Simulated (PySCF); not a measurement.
Record of a relaxation.

Compound: CH₆NTl.
Numbering: `[CH3:1][NH:2][TlH2:3]` (hydrogens: H4, H5, H6 on C1; H7 on N2; H8, H9 on Tl3)

Method: PBE0-D3(BJ)/def2-SVP geometry optimisation, gas phase, def2 core potentials past Kr in PySCF; density fitting, grid level 1; the optimiser is geomeTRIC in internal coordinates, started from a GFN2-xTB structure with every atom displaced at random (about 0.01 Å). The frame can shift and turn from step to step; on so coarse a grid that alone can change the energy by a few meV, and forces under 0.02 eV/Å are noise.

Step 0: E = -7312.0349 eV, largest atomic force 2.168 eV/Å
```
atom  x, y, z in Å  |  force x, y, z in eV/Å
C1     -1.297    0.257    0.251    0.331   0.743  -0.222
N2     -0.131   -0.523   -0.014   -2.014  -0.739   0.316
Tl3     1.787   -0.030   -0.195    1.995   0.523  -0.104
H4     -2.005    0.203   -0.578   -0.510  -0.042  -0.295
H5     -1.041    1.324    0.343    0.032   0.058   0.113
H6     -1.820   -0.030    1.168   -0.210  -0.132   0.373
H7     -0.407   -1.487   -0.107    0.253  -0.449  -0.109
H8      2.819   -1.352   -0.489    0.147  -0.288  -0.091
H9      2.151    1.620    0.014   -0.025   0.327   0.020
```

Step 1: E = -7312.0883 eV, largest atomic force 1.714 eV/Å
```
atom  x, y, z in Å  |  force x, y, z in eV/Å
C1     -1.335    0.268    0.249   -0.149  -0.142  -0.060
N2     -0.224   -0.593   -0.007    1.635   0.502  -0.100
Tl3     1.896   -0.020   -0.193   -0.838  -0.302   0.073
H4     -2.082    0.252   -0.571   -0.080   0.033   0.036
H5     -1.009    1.313    0.342    0.053   0.108   0.050
H6     -1.874    0.013    1.185   -0.021   0.068  -0.026
H7     -0.464   -1.569   -0.108   -0.011  -0.146  -0.022
H8      2.966   -1.382   -0.514   -0.373   0.279   0.082
H9      2.184    1.702    0.013   -0.218  -0.400  -0.033
```

Step 2: E = -7312.1922 eV, largest atomic force 0.583 eV/Å
```
atom  x, y, z in Å  |  force x, y, z in eV/Å
C1     -1.308    0.268    0.243   -0.110  -0.034  -0.032
N2     -0.183   -0.582   -0.011    0.552   0.187  -0.026
Tl3     1.860   -0.018   -0.186   -0.192  -0.107   0.010
H4     -2.061    0.252   -0.572    0.005  -0.008   0.020
H5     -0.987    1.317    0.341    0.022   0.008   0.020
H6     -1.848    0.013    1.179    0.011   0.016  -0.013
H7     -0.412   -1.564   -0.114   -0.049  -0.010   0.001
H8      2.879   -1.380   -0.502   -0.116   0.043   0.020
H9      2.118    1.679    0.017   -0.122  -0.095   0.000
```

Step 3: E = -7312.2032 eV, largest atomic force 0.266 eV/Å
```
atom  x, y, z in Å  |  force x, y, z in eV/Å
C1     -1.299    0.268    0.241   -0.017   0.056  -0.004
N2     -0.156   -0.561   -0.011   -0.163  -0.090   0.019
Tl3     1.855   -0.020   -0.185    0.260   0.044  -0.030
H4     -2.050    0.241   -0.576    0.013  -0.006   0.001
H5     -0.993    1.322    0.345   -0.003   0.003   0.004
H6     -1.837    0.004    1.174    0.009  -0.004   0.001
H7     -0.387   -1.543   -0.114   -0.014  -0.014  -0.004
H8      2.840   -1.395   -0.498   -0.033  -0.013   0.004
H9      2.085    1.669    0.018   -0.054   0.025   0.010
```

Step 4: E = -7312.2055 eV, largest atomic force 0.153 eV/Å
```
atom  x, y, z in Å  |  force x, y, z in eV/Å
C1     -1.293    0.269    0.240   -0.019  -0.010  -0.004
N2     -0.160   -0.575   -0.012   -0.039   0.005   0.015
Tl3     1.855   -0.019   -0.185    0.151   0.009  -0.021
H4     -2.044    0.248   -0.576    0.000   0.000   0.000
H5     -0.974    1.320    0.342    0.001  -0.005  -0.001
H6     -1.831    0.012    1.174   -0.003   0.000   0.002
H7     -0.395   -1.556   -0.114   -0.023   0.015   0.002
H8      2.840   -1.390   -0.496   -0.015  -0.022   0.000
H9      2.060    1.674    0.021   -0.054   0.008   0.007
```

Step 5: E = -7312.2076 eV, largest atomic force 0.059 eV/Å
```
atom  x, y, z in Å  |  force x, y, z in eV/Å
C1     -1.290    0.271    0.239    0.033  -0.024  -0.001
N2     -0.158   -0.577   -0.010    0.037   0.044   0.008
Tl3     1.867   -0.021   -0.187   -0.007  -0.024  -0.004
H4     -2.040    0.252   -0.578   -0.006   0.003  -0.005
H5     -0.967    1.320    0.342   -0.001   0.000  -0.004
H6     -1.829    0.017    1.173   -0.006  -0.001   0.002
H7     -0.401   -1.557   -0.113    0.000   0.008  -0.001
H8      2.846   -1.395   -0.496   -0.017  -0.009   0.002
H9      2.029    1.674    0.024   -0.032   0.003   0.003
```

Step 6: E = -7312.2084 eV, largest atomic force 0.039 eV/Å
```
atom  x, y, z in Å  |  force x, y, z in eV/Å
C1     -1.282    0.273    0.238    0.024  -0.030   0.000
N2     -0.153   -0.579   -0.009    0.005   0.035   0.010
Tl3     1.871   -0.022   -0.187   -0.010  -0.008  -0.002
H4     -2.031    0.255   -0.580   -0.009   0.006  -0.003
H5     -0.956    1.321    0.340   -0.001   0.000  -0.004
H6     -1.824    0.021    1.172   -0.007   0.002   0.000
H7     -0.401   -1.558   -0.113    0.004   0.007   0.000
H8      2.839   -1.402   -0.494    0.000  -0.001   0.001
H9      1.995    1.676    0.027   -0.006  -0.010  -0.002
```

Step 7: E = -7312.2084 eV, largest atomic force under 0.02 eV/Å
```
atom  x, y, z in Å  |  force x, y, z in eV/Å
C1     -1.282    0.273    0.238    0.013  -0.007  -0.002
N2     -0.152   -0.577   -0.008   -0.006   0.007   0.007
Tl3     1.873   -0.024   -0.188   -0.006  -0.004  -0.002
H4     -2.031    0.255   -0.580   -0.003   0.002  -0.002
H5     -0.958    1.322    0.340   -0.001   0.002  -0.001
H6     -1.825    0.021    1.171   -0.002   0.001   0.000
H7     -0.400   -1.555   -0.111    0.005  -0.001  -0.001
H8      2.839   -1.405   -0.493   -0.001  -0.001   0.001
H9      1.993    1.673    0.026    0.001   0.001  -0.001
```

**Question.** Summarise the path.

**Answer.** The energy falls by 0.1735 eV from step 0 to step 7; nine tenths of that is first reached at step 2. It falls at every step. The largest force goes from 2.168 to under 0.02 eV/Å. Among the bonds N2–Tl3 changes most, from 1.988 to 2.107 Å; the atoms move by 0.082 Å rms after alignment.

What follows is the cost of the whole optimisation. On Intel Xeon Platinum 8488C, one thread, shared host with 192 logical CPUs at a one-minute load of 79, this took 24 s and 0.38 GiB of memory at its peak.
